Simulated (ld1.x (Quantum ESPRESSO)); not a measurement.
# An all-electron radial function and its pseudo partner (Pd (Z = 46))

Columns: radius, all-electron u(r) and pseudo u(r) of the 4s shell (level -85.25 eV) of palladium in the configuration [Ar] 3d10 4s2 4p6 4d10 5s0; PBEsol, scalar-relativistic, TM semilocal scheme, ld1.x (Quantum ESPRESSO) 7.5.

```csv
r (bohr),all-electron,pseudo
0.098,-0.4293,-0.0727
0.195,0.2994,-0.1566
0.292,0.6646,-0.2652
0.390,0.3471,-0.4133
0.488,-0.2096,-0.6058
0.585,-0.6966,-0.8255
0.682,-1.0174,-1.0307
0.780,-1.1727,-1.1652
0.878,-1.1974,-1.1951
0.975,-1.1379,-1.1378
1.072,-1.0321,-1.0321
1.170,-0.9051,-0.9051
1.268,-0.7752,-0.7752
1.365,-0.6537,-0.6537
1.463,-0.5432,-0.5432
1.560,-0.4478,-0.4478
1.658,-0.3656,-0.3656
1.755,-0.2973,-0.2973
1.852,-0.2406,-0.2406
1.950,-0.1935,-0.1935
2.047,-0.1554,-0.1554
2.145,-0.1243,-0.1243
2.242,-0.0993,-0.0993
2.340,-0.0791,-0.0791
2.438,-0.0628,-0.0628
2.535,-0.0500,-0.0500
```

Question: How many radial nodes do the two functions have?

Answer: The all-electron 4s function has n − l − 1 = 3 (the table is too coarse to show those close to the nucleus); the pseudo-wave has 0, since the states of the same l below it are removed with the core.

Question: At about which radius was the pseudo-wave matched?

Answer: 1.05 bohr, where the columns begin to agree (steps of 0.10 bohr).

Question: Where does each function peak?

Answer: Outermost all-electron maximum near 0.88 bohr, pseudo maximum near 0.88 bohr (to the table’s step).

Question: Is the pseudo-wave norm-conserving?

Answer: Yes: the TM semilocal scheme keeps the norm inside the radius equal to the all-electron one, which fixes the energy derivative of the logarithmic derivative at the level.
